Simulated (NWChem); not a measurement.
Program: NWChem. System: C$_{3}$H$_{7}$O, charge 0, spin multiplicity 2, at a geometry optimised with UPBE0/def2-SVP. The structure started from a generated list of species. Its SCF solution wasn't tested for a lower state. Level: UHF/def2-TZVP.

The NWChem input:

```
start mol
memory heap 200 mb stack 900 mb global 1100 mb
geometry units angstroms nocenter noautoz noautosym
  C     -1.885145    -0.269103     0.173797
  C     -0.537303     0.343821     0.262373
  C      0.631436    -0.198629    -0.478723
  O      1.865498     0.229243     0.034941
  H     -1.833655    -1.370847     0.152742
  H     -2.527745     0.027716     1.017078
  H     -2.422751     0.034716    -0.748520
  H     -0.434608     1.367235     0.642420
  H      0.558537    -1.308063    -0.527040
  H      0.613920     0.139318    -1.536072
  H      1.868390     0.019445     0.975182
end
basis spherical
  * library def2-tzvp
end
scf
  uhf
  nopen 1
  maxiter 100
  thresh 1e-7
  semidirect memsize 60000000 filesize 0
  # guess.movecs holds the orbitals of an unrestricted PBE0 run
  vectors input guess.movecs output mol.movecs
end
task scf energy
```

Part of the output:

```
             Northwest Computational Chemistry Package (NWChem) 7.3.0
             --------------------------------------------------------

                                NWChem Input Module
                                -------------------

 Scaling coordinates for geometry "geometry" by  1.889725989
 (inverse scale =  0.529177249)

                             Geometry "geometry" -> ""
                             -------------------------

 Output coordinates in angstroms (scale by  1.889725989 to convert to a.u.)

  No.       Tag          Charge          X              Y              Z
 ---- ---------------- ---------- -------------- -------------- --------------
    1 C                    6.0000    -1.88514500    -0.26910300     0.17379700
    2 C                    6.0000    -0.53730300     0.34382100     0.26237300
    3 C                    6.0000     0.63143600    -0.19862900    -0.47872300
    4 O                    8.0000     1.86549800     0.22924300     0.03494100
    5 H                    1.0000    -1.83365500    -1.37084700     0.15274200
    6 H                    1.0000    -2.52774500     0.02771600     1.01707800
    7 H                    1.0000    -2.42275100     0.03471600    -0.74852000
    8 H                    1.0000    -0.43460800     1.36723500     0.64242000
    9 H                    1.0000     0.55853700    -1.30806300    -0.52704000
   10 H                    1.0000     0.61392000     0.13931800    -1.53607200
   11 H                    1.0000     1.86839000     0.01944500     0.97518200

 Effective nuclear repulsion energy (a.u.)     121.9500332298

            Nuclear Dipole moment (a.u.)
            ----------------------------
        X                 Y               Z
 ---------------- ---------------- ----------------
    -0.0000000000    -0.0000037795    -0.0000000000


 Summary of "ao basis" -> "" (spherical)
 ------------------------------------------------------------------------------
       Tag                 Description            Shells   Functions and Types
 ---------------- ------------------------------  ------  ---------------------
 *                         def2-tzvp                  on all atoms

 Summary of "ao basis" -> "ao basis" (spherical)
 ------------------------------------------------------------------------------
       Tag                 Description            Shells   Functions and Types
 ---------------- ------------------------------  ------  ---------------------
 C                         def2-tzvp                11       31   5s3p2d1f
 O                         def2-tzvp                11       31   5s3p2d1f
 H                         def2-tzvp                 4        6   3s1p

                                 NWChem SCF Module
                                 -----------------

  ao basis        = "ao basis"
  functions       =   166
  atoms           =    11
  alpha electrons =    17
  beta  electrons =    16
  charge          =   0.00
  wavefunction    = UHF
  use symmetry    = F
  symmetry adapt  = F

 Summary of "ao basis" -> "ao basis" (spherical)
 ------------------------------------------------------------------------------
       Tag                 Description            Shells   Functions and Types
 ---------------- ------------------------------  ------  ---------------------
 C                         def2-tzvp                11       31   5s3p2d1f
 O                         def2-tzvp                11       31   5s3p2d1f
 H                         def2-tzvp                 4        6   3s1p

 Forming initial guess at       0.1s

 Starting SCF solution at       0.2s

 ----------------------------------------------
         Quadratically convergent UHF

 Convergence threshold     :          1.000E-07
 Maximum no. of iterations :          100
 Integral*density screening:          1.000E-09
 ----------------------------------------------

              iter       energy          gnorm     gmax       time
             ----- ------------------- --------- --------- --------
                 1     -192.5418504897  5.92D-01  1.00D-01      9.2
                 2     -192.5619718609  9.41D-02  1.00D-02     13.6
                 3     -192.5637076755  5.59D-03  7.17D-04     29.3
                 4     -192.5637189061  2.14D-05  2.73D-06     57.1
                 5     -192.5637189063  7.33D-09  9.49D-10     97.7

       Final UHF  results
       ------------------

         Total SCF energy =   -192.563718906256
      One electron energy =   -502.899962582371
      Two electron energy =    188.386210446283
 Nuclear repulsion energy =    121.950033229832

                       Sz =      0.5000
                 Sz(Sz+1) =      0.7500
                      S^2 =      0.7641

        Time for solution =     97.6s

          Final alpha eigenvalues
          -----------------------

              1
    1  -20.5545
    2  -11.2752
    3  -11.2342
    4  -11.2265
    5   -1.3651
    6   -1.0640
    7   -0.9254
    8   -0.8064
    9   -0.6938
   10   -0.6224
   11   -0.6102
   12   -0.5884
   13   -0.5628
   14   -0.5164
   15   -0.4933
   16   -0.4499
   17   -0.3401
   18    0.1407
   19    0.1571
   20    0.1789
   21    0.1954
   22    0.2188
   23    0.2283
   24    0.2520
   25    0.2647
   26    0.2890
   27    0.3285

          Final beta eigenvalues
          ----------------------

              1
    1  -20.5540
    2  -11.2785
    3  -11.2297
    4  -11.2101
    5   -1.3629
    6   -1.0243
    7   -0.9237
    8   -0.7662
    9   -0.6880
   10   -0.6049
   11   -0.6005
   12   -0.5724
   13   -0.5472
   14   -0.5098
[...]
  ----- ------------  ---------------      ----- ------------  ---------------
    42      0.351216   2 C  pz               39      0.331587   2 C  pz
    45      0.279679   2 C  pz               36      0.196536   2 C  s
    41     -0.186331   2 C  py               38     -0.174327   2 C  py

 Vector   18  Occ=0.000000D+00  E= 1.407282D-01
              MO Center= -1.1D+00, -5.2D-01,  4.6D-02, r^2= 8.6D+00
   Bfn.  Coefficient  Atom+Function         Bfn.  Coefficient  Atom+Function
  ----- ------------  ---------------      ----- ------------  ---------------
     5      5.926468   1 C  s                67      3.296865   3 C  s
    36     -2.487283   2 C  s               139     -1.794244   7 H  s
   127     -1.737715   5 H  s               133     -1.684044   6 H  s
   151     -1.381563   9 H  s               157     -1.079028  10 H  s
    44      0.963269   2 C  py              163     -0.768645  11 H  s

 Vector   19  Occ=0.000000D+00  E= 1.571095D-01
              MO Center=  7.6D-01, -1.3D-01,  8.5D-01, r^2= 8.2D+00
   Bfn.  Coefficient  Atom+Function         Bfn.  Coefficient  Atom+Function
  ----- ------------  ---------------      ----- ------------  ---------------
     5      2.926613   1 C  s                67     -2.345583   3 C  s
   163      1.583749  11 H  s               139     -1.282003   7 H  s
   133     -1.098207   6 H  s                98     -1.009824   4 O  s
   151      0.952416   9 H  s               127     -0.784036   5 H  s
    74      0.702267   3 C  px               44     -0.650734   2 C  py

 Vector   20  Occ=0.000000D+00  E= 1.789320D-01
              MO Center= -4.5D-01,  4.2D-01,  3.7D-01, r^2= 8.3D+00
   Bfn.  Coefficient  Atom+Function         Bfn.  Coefficient  Atom+Function
  ----- ------------  ---------------      ----- ------------  ---------------
    67      3.168884   3 C  s               145      2.571798   8 H  s
     5     -2.244101   1 C  s                36     -1.766530   2 C  s
   151     -1.582210   9 H  s               157     -1.447084  10 H  s
   133      1.329943   6 H  s                44     -1.296142   2 C  py
    43     -1.013770   2 C  px               76     -0.451510   3 C  pz

                     UHF Final Beta Molecular Orbital Analysis
                     -----------------------------------------

 Vector   14  Occ=1.000000D+00  E=-5.097920D-01
              MO Center= -8.2D-01,  8.3D-02,  2.6D-01, r^2= 3.0D+00
   Bfn.  Coefficient  Atom+Function         Bfn.  Coefficient  Atom+Function
  ----- ------------  ---------------      ----- ------------  ---------------
   144     -0.208397   8 H  s                 7      0.202169   1 C  py
    38     -0.184683   2 C  py               10      0.177035   1 C  py
   126     -0.167981   5 H  s

 Vector   15  Occ=1.000000D+00  E=-4.829837D-01
              MO Center=  4.9D-01, -2.3D-02, -2.5D-01, r^2= 3.2D+00
   Bfn.  Coefficient  Atom+Function         Bfn.  Coefficient  Atom+Function
  ----- ------------  ---------------      ----- ------------  ---------------
   156     -0.170985  10 H  s                70      0.166839   3 C  pz
    99      0.158178   4 O  px

 Vector   16  Occ=1.000000D+00  E=-4.437628D-01
              MO Center=  1.0D+00, -3.3D-02, -7.0D-02, r^2= 2.3D+00
   Bfn.  Coefficient  Atom+Function         Bfn.  Coefficient  Atom+Function
  ----- ------------  ---------------      ----- ------------  ---------------
   100      0.316749   4 O  py              103      0.286811   4 O  py
   106      0.228569   4 O  py              150      0.183609   9 H  s
    69     -0.164597   3 C  py

 Vector   17  Occ=0.000000D+00  E= 1.124591D-01
              MO Center=  4.4D-03,  1.1D-01,  5.4D-01, r^2= 4.3D+00
   Bfn.  Coefficient  Atom+Function         Bfn.  Coefficient  Atom+Function
  ----- ------------  ---------------      ----- ------------  ---------------
    67      1.227754   3 C  s                36     -0.854563   2 C  s
   163     -0.770149  11 H  s                 5      0.698409   1 C  s
   139     -0.651049   7 H  s               157     -0.609811  10 H  s
    44      0.466992   2 C  py               98      0.406291   4 O  s
    45     -0.375170   2 C  pz              107      0.231950   4 O  pz

 Vector   18  Occ=0.000000D+00  E= 1.445369D-01
              MO Center= -1.7D+00, -5.7D-01, -1.2D-01, r^2= 7.2D+00
   Bfn.  Coefficient  Atom+Function         Bfn.  Coefficient  Atom+Function
  ----- ------------  ---------------      ----- ------------  ---------------
     5      6.313414   1 C  s                67      2.595231   3 C  s
    36     -2.104121   2 C  s               127     -1.982047   5 H  s
   133     -1.910052   6 H  s               139     -1.854188   7 H  s
   151     -1.248308   9 H  s               157     -0.940124  10 H  s
    44      0.738448   2 C  py               43      0.730270   2 C  px

 Vector   19  Occ=0.000000D+00  E= 1.678670D-01
              MO Center=  5.9D-01, -2.9D-01,  5.2D-01, r^2= 8.0D+00
   Bfn.  Coefficient  Atom+Function         Bfn.  Coefficient  Atom+Function
  ----- ------------  ---------------      ----- ------------  ---------------
    67      3.377506   3 C  s                 5     -1.867147   1 C  s
   151     -1.815142   9 H  s               163     -1.452455  11 H  s
   139      1.292439   7 H  s                45      0.841722   2 C  pz
   133      0.841282   6 H  s                98      0.813846   4 O  s
    74     -0.803658   3 C  px               44      0.741163   2 C  py

 center of mass
 --------------
 x =   0.13235271 y =   0.03458733 z =   0.00076302

 moments of inertia (a.u.)
 ------------------
          66.875977790989         -36.767121934687          31.952360145697
         -36.767121934687         485.792621512752         -10.586994920423
          31.952360145697         -10.586994920423         483.952985980917

  Mulliken analysis of the total density
  --------------------------------------

    Atom       Charge   Shell Charges
 -----------   ------   -------------------------------------------------------
    1 C    6     6.30   0.85  1.12  0.47  0.66  0.08  1.25  1.40  0.37  0.02  0.06  0.00
    2 C    6     6.19   0.85  1.12  0.49  0.64  0.13  1.21  1.33  0.33  0.02  0.07  0.01
    3 C    6     5.90   0.85  1.12  0.48  0.62  0.03  1.20  1.24  0.18  0.03  0.11  0.01
    4 O    8     8.54   0.79  1.18  0.56  0.96  0.31  1.85  2.05  0.80  0.00  0.03  0.00
    5 H    1     0.90   0.26  0.49  0.12  0.02
    6 H    1     0.89   0.26  0.49  0.11  0.02
    7 H    1     0.89   0.26  0.49  0.12  0.02
    8 H    1     0.88   0.26  0.49  0.10  0.02
    9 H    1     0.93   0.27  0.51  0.13  0.02
   10 H    1     0.92   0.27  0.51  0.12  0.02
   11 H    1     0.68   0.25  0.34  0.04  0.05

  Mulliken analysis of the alpha density
  --------------------------------------

    Atom       Charge   Shell Charges
 -----------   ------   -------------------------------------------------------
    1 C    6     3.08   0.43  0.56  0.23  0.32  0.04  0.61  0.67  0.17  0.01  0.04  0.00
    2 C    6     3.68   0.43  0.56  0.26  0.35  0.08  0.79  0.91  0.25  0.01  0.04  0.00
    3 C    6     2.88   0.43  0.56  0.24  0.30  0.01  0.58  0.59  0.08  0.02  0.06  0.01
    4 O    8     4.27   0.40  0.59  0.28  0.48  0.15  0.93  1.03  0.40  0.00  0.02  0.00
    5 H    1     0.46   0.13  0.25  0.06  0.01
    6 H    1     0.45   0.13  0.25  0.05  0.01
    7 H    1     0.48   0.14  0.27  0.07  0.01
    8 H    1     0.40   0.12  0.22  0.04  0.01
    9 H    1     0.48   0.14  0.26  0.07  0.01
   10 H    1     0.49   0.14  0.27  0.07  0.01
   11 H    1     0.34   0.12  0.17  0.02  0.02

   Mulliken analysis of the beta density
   -------------------------------------

    Atom       Charge   Shell Charges
 -----------   ------   -------------------------------------------------------
    1 C    6     3.23   0.43  0.56  0.24  0.34  0.04  0.64  0.73  0.20  0.01  0.02  0.00
    2 C    6     2.51   0.43  0.56  0.22  0.29  0.05  0.42  0.42  0.07  0.01  0.03  0.00
    3 C    6     3.02   0.43  0.56  0.24  0.32  0.02  0.62  0.65  0.10  0.02  0.05  0.01
    4 O    8     4.26   0.40  0.59  0.28  0.48  0.16  0.92  1.02  0.40  0.00  0.02  0.00
    5 H    1     0.44   0.13  0.24  0.06  0.01
    6 H    1     0.43   0.13  0.24  0.05  0.01
    7 H    1     0.41   0.12  0.23  0.05  0.01
    8 H    1     0.48   0.14  0.27  0.06  0.01
    9 H    1     0.45   0.13  0.25  0.06  0.01
   10 H    1     0.42   0.13  0.24  0.05  0.01
   11 H    1     0.34   0.12  0.17  0.02  0.02

   Mulliken analysis of the spin density
   -------------------------------------

    Atom       Charge   Shell Charges
 -----------   ------   -------------------------------------------------------
    1 C    6    -0.15  -0.00  0.00 -0.01 -0.03 -0.00 -0.04 -0.07 -0.03  0.00  0.02  0.00
    2 C    6     1.17   0.00 -0.00  0.04  0.06  0.03  0.37  0.49  0.18 -0.00  0.01 -0.00
    3 C    6    -0.15  -0.00  0.00 -0.01 -0.02 -0.01 -0.04 -0.06 -0.03  0.00  0.02  0.00
    4 O    8     0.01   0.00 -0.00  0.00  0.00 -0.00  0.00  0.00 -0.00 -0.00 -0.00 -0.00
    5 H    1     0.02   0.00  0.01  0.00 -0.00
    6 H    1     0.02   0.01  0.01  0.00 -0.00
    7 H    1     0.07   0.02  0.04  0.02 -0.00
    8 H    1    -0.09  -0.01 -0.05 -0.03  0.01
    9 H    1     0.02   0.01  0.01  0.00 -0.00
   10 H    1     0.07   0.01  0.03  0.02 -0.00
   11 H    1     0.00  -0.00  0.00  0.00 -0.00

       Multipole analysis of the density wrt the origin
       ------------------------------------------------

     L   x y z        total         alpha         beta         nuclear
     -   - - -        -----         -----         ----         -------
     0   0 0 0      0.000000    -17.000000    -16.000000     33.000000

     1   1 0 0     -0.606332      0.201418     -0.807750     -0.000000
     1   0 1 0     -0.256642     -0.359365      0.102727     -0.000004
     1   0 0 1      0.315856     -0.090733      0.406589     -0.000000

     2   2 0 0    -22.170915   -143.408144   -140.442731    261.679959
     2   1 1 0     -1.083899    -10.552472    -11.102913     20.571487
     2   1 0 1      1.821602      9.658870      9.432279    -17.269547
     2   0 2 0    -19.424724    -23.345930    -22.084207     26.005413
     2   0 1 1      0.094748     -3.527943     -3.736445      7.359136
     2   0 0 2    -18.023926    -24.063782    -21.093530     27.133385

 Task  times  cpu:       97.9s     wall:       97.9s

 Total times  cpu:       97.9s     wall:       97.9s
```
